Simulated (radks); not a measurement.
Species: C III. Configuration: 1s1 2s2 3s1 (not the ground configuration). Method: scalar-relativistic Kohn-Sham, revPBE, spin-unpolarised, spherical densities, point nucleus; computed with a radial shooting solver on a logarithmic mesh with Libxc functionals.

Normalised radial functions P(r) = r R(r), r in bohr:

r             2s      2p       3s
0.0148    0.1159  0.0026   0.0475
0.01852   0.1417  0.0041   0.0581
0.02317   0.1722  0.0063   0.0706
0.02898   0.2076  0.0096   0.0851
0.03655   0.2496  0.0150   0.1023
0.04573   0.2944  0.0228   0.1206
0.05721   0.3417  0.0345   0.1399
0.07157   0.3885  0.0517   0.1589
0.09026   0.4310  0.0778   0.1759
0.1129    0.4585  0.1140   0.1865
0.1413    0.4625  0.1643   0.1871
0.1768    0.4305  0.2322   0.1722
0.2229    0.3456  0.3241   0.1346
0.2789    0.2030  0.4342   0.0725
0.3489   -0.0015  0.5615  -0.0152
0.4365   -0.2564  0.6962  -0.1219
0.5505   -0.5421  0.8261  -0.2348
0.6887   -0.7908  0.9201  -0.3177
0.8616   -0.9497  0.9487  -0.3364
1.078    -0.9668  0.8858  -0.2566
1.359    -0.8254  0.7242  -0.0613
1.701    -0.5897  0.5132   0.1985
2.128    -0.3439  0.3055   0.4524
2.662    -0.1608  0.1500   0.6190
3.357    -0.0548  0.0554   0.6194
4.2      -0.0134  0.0151   0.4584
5.254    -0.0021  0.0027   0.2551
6.573    -0.0002  0.0003   0.1025
8.289    0.0000  0.0000   0.0258
10.37    0.0000  0.0000   0.0041

2s: eigenvalue -55.211 eV, 1 radial node at r = 0.348 bohr, <r> = 1.18 bohr, 90 % of the charge inside 1.81 bohr. 2p (empty): eigenvalue -47.804 eV, 0 radial nodes, <r> = 1.06 bohr, 90 % of the charge inside 1.72 bohr. 3s: eigenvalue -16.327 eV, 2 radial nodes at r = 0.337, 1.44 bohr, <r> = 3.24 bohr, 90 % of the charge inside 4.69 bohr.
